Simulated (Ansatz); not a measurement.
`C=C[SiH2]O[SiH3]` and `CC[SiH2]O[SiH3]` differ in one atom or group.

Ansatz, PBE0-D4/def2-TZVP geometries, multiplicity 1. Each molecule was computed in one conformer, which needn't be the lowest.

```json
{"property": "size of the dipole moment (B3LYP/def2-TZVPP) / D", "`C=C[SiH2]O[SiH3]`": "0.75"}
{"property": "LUMO energy (PBE/def2-TZVPP) / eV", "`C=C[SiH2]O[SiH3]`": "-1.52"}
{"property": "HOMO–LUMO gap (PBE0/def2-TZVPP) / eV", "`C=C[SiH2]O[SiH3]`": "7.51"}
{"property": "HOMO energy (B3LYP/def2-TZVPP) / eV", "`C=C[SiH2]O[SiH3]`": "-7.77"}
{"property": "LUMO energy (ωB97M-V/def2-TZVPP) / eV", "`C=C[SiH2]O[SiH3]`": "1.61"}
{"property": "LUMO energy (B3LYP/def2-TZVPP) / eV", "`C=C[SiH2]O[SiH3]`": "-0.71"}
```

Give the same properties after the change, and the shifts. (An estimate is asked.)

Computed: 
```
                                        property  `CC[SiH2]O[SiH3]`  shift
size of the dipole moment (B3LYP/def2-TZVPP) / D               1.04   0.29
               LUMO energy (PBE/def2-TZVPP) / eV              -0.81   0.71
            HOMO–LUMO gap (PBE0/def2-TZVPP) / eV               8.24   0.73
             HOMO energy (B3LYP/def2-TZVPP) / eV              -7.98  -0.21
           LUMO energy (ωB97M-V/def2-TZVPP) / eV               1.73   0.12
             LUMO energy (B3LYP/def2-TZVPP) / eV              -0.14   0.57
```

With PBE0 the HOMO falls by 0.16 eV and the LUMO rises by 0.57 eV, so the gap widens by about 0.73 eV. PBE moves the HOMO by 0.04 eV and ωB97M-V by -0.18 eV. Dipoles are sizes alone; their direction can turn.

B3LYP here is the variant with VWN-RPA as its local correlation; programs differ in this.
